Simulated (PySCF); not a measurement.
First SCF of a structure search on singlet Re₄, at a hand-made rhombus geometry. PySCF input:

```python
from pyscf import gto, scf, dft
mol = gto.M(atom='''
Re     0.000000     1.310000     0.000000
Re     0.000000    -1.310000     0.000000
Re     2.269000     0.000000     0.000000
Re    -2.269000     0.000000     0.000000''',
    basis={'Re': 'def2-SVP'},
    ecp={'Re': 'def2-SVP'},
    charge=0, spin=0)
mf = dft.RKS(mol, xc='PBE')
mf.grids.atom_grid = (50, 194)
aux = {'Re': 'def2-universal-JKFIT'}
mf = mf.density_fit(auxbasis=aux)
mf.conv_tol = 1e-08
mf.diis_space = 10
mf.max_cycle = 60
mf.init_guess = 'huckel'
mf.verbose = 4
mf.kernel()
```

Excerpt of the output (cycles and frontier levels); a level shift of 0.3 Eh and then a second-order solver take over where DIIS stalls:

```
init E= -311.509683494851
  HOMO = -0.129684172325246  LUMO = -0.123806241128606  gap/eV = 0.15995
cycle= 1 E= -302.070059802937  delta_E= 9.44  |g|= 5.29  |ddm|= 8.01
  HOMO = -0.0911858904630716  LUMO = -0.0817576181069617  gap/eV = 0.25656
cycle= 2 E= -218.280163311438  delta_E= 83.8  |g|= 13.2  |ddm|= 23.8
  HOMO = -0.163170310767394  LUMO = -0.160965269896849  gap/eV = 0.06000
cycle= 3 E= -291.490508025434  delta_E= -73.2  |g|= 6.41  |ddm|= 17.8
  HOMO = -0.102809478775533  LUMO = -0.0803233394833519  gap/eV = 0.61188
cycle= 4 E= -312.363502501198  delta_E= -20.9  |g|= 1.54  |ddm|= 9.82
  HOMO = -0.296118591211123  LUMO = -0.294673645822937  gap/eV = 0.03932
cycle= 5 E= -312.382497035502  delta_E= -0.019  |g|= 1.36  |ddm|=  6.7
  HOMO = -0.15576830779543  LUMO = -0.151909685405989  gap/eV = 0.10500
cycle= 6 E= -312.987669179767  delta_E= -0.605  |g|= 0.628  |ddm|= 4.92
  HOMO = -0.152866200515203  LUMO = -0.145597744890829  gap/eV = 0.19778
... 32 lines left out ...
cycle= 23 E= -313.077212632879  delta_E= -1.98e-07  |g|= 0.000677  |ddm|= 0.00444
  HOMO = -0.158693198441726  LUMO = -0.154395352895178  gap/eV = 0.11695
cycle= 24 E= -313.077212783251  delta_E= -1.5e-07  |g|= 0.000231  |ddm|= 0.00304
  HOMO = -0.158707451587198  LUMO = -0.154405690033549  gap/eV = 0.11706
cycle= 25 E= -313.077212795195  delta_E= -1.19e-08  |g|= 0.000105  |ddm|= 0.00105
  HOMO = -0.158702281494542  LUMO = -0.154402413075224  gap/eV = 0.11701
cycle= 26 E= -313.077212798796  delta_E= -3.6e-09  |g|= 3.77e-05  |ddm|= 0.000355
  HOMO = -0.158701344837706  LUMO = -0.154402077383476  gap/eV = 0.11699
Extra cycle  E= -313.077212048405  delta_E= 7.5e-07  |g|= 0.00192  |ddm|= 0.00184
SCF not converged.
init E= -311.509683494851
  HOMO = -0.0374189571202188  LUMO = -0.0233978989345234  gap/eV = 0.38153
cycle= 1 E= -310.885400710394  delta_E= 0.624  |g|= 2.59  |ddm|= 4.26
  HOMO = 0.176707621133113  LUMO = 0.200887221343142  gap/eV = 0.65796
cycle= 2 E= -294.36261930855  delta_E= 16.5  |g|= 7.07  |ddm|=    9
  HOMO = -0.0579650992212864  LUMO = 0.10280194939451  gap/eV = 4.37469
cycle= 3 E= -303.9977356427  delta_E= -9.64  |g|= 5.27  |ddm|= 3.67
  HOMO = -0.0794276708071244  LUMO = 0.108387834751346  gap/eV = 5.11072
cycle= 4 E= -308.308506653771  delta_E= -4.31  |g|= 4.07  |ddm|= 1.97
  HOMO = -0.0902946572368508  LUMO = 0.113734055816905  gap/eV = 5.55190
cycle= 5 E= -310.828902329555  delta_E= -2.52  |g|=  2.8  |ddm|= 1.34
  HOMO = -0.0669400780443667  LUMO = 0.0521639201742254  gap/eV = 3.24098
cycle= 6 E= -312.73353391999  delta_E= -1.9  |g|= 0.773  |ddm|= 1.84
  HOMO = -0.147196231759017  LUMO = 0.00680670996111488  gap/eV = 4.19063
... 78 lines left out ...
cycle= 46 E= -312.983873287791  delta_E= -1.4e-05  |g|= 0.012  |ddm|= 0.0144
  HOMO = -0.11562403111693  LUMO = 0.125794567838306  gap/eV = 6.56933
cycle= 47 E= -312.983830481907  delta_E= 4.28e-05  |g|= 0.0204  |ddm|= 0.0138
  HOMO = -0.115563853446774  LUMO = 0.125940642260911  gap/eV = 6.57167
cycle= 48 E= -312.983773236651  delta_E= 5.72e-05  |g|= 0.0268  |ddm|= 0.0111
  HOMO = -0.115674477397694  LUMO = 0.125586398462318  gap/eV = 6.56504
cycle= 49 E= -312.983789396349  delta_E= -1.62e-05  |g|= 0.0267  |ddm|= 0.00965
  HOMO = -0.115834472313746  LUMO = 0.124972282689992  gap/eV = 6.55269
cycle= 50 E= -312.983897476883  delta_E= -0.000108  |g|= 0.0184  |ddm|= 0.0133
SCF not converged.
macro= 0  E= -312.984121248366  delta_E= -0.000223771  |g|= 0.000445743  3 KF 15 JK
macro= 1  E= -312.984121262172  delta_E= -1.38057e-08  |g|= 0.000101996  1 KF 7 JK
macro= 2  E= -312.984121262172  delta_E= -1.13687e-13  |g|= 2.25671e-05  1 KF 2 JK
macro X = 3  E=-312.984121262172  |g|= 2.25671e-05  total 6 KF 28 JK
converged SCF energy = -312.984121262172
```

No lower solution of this spin was found by a stability analysis within the restricted form, which does not test spin polarisation.

Stability towards spin polarisation was not tested. With an element this heavy the missing spin–orbit coupling can shift these numbers.

The search for the lowest solution, with the stability check, took 74 s on 2 threads of a shared Arm Neoverse N1 host, with 128 basis functions; the process peaked at 0.37 GiB. Launch command: `OMP_NUM_THREADS=2 python axn.py task.json out`.
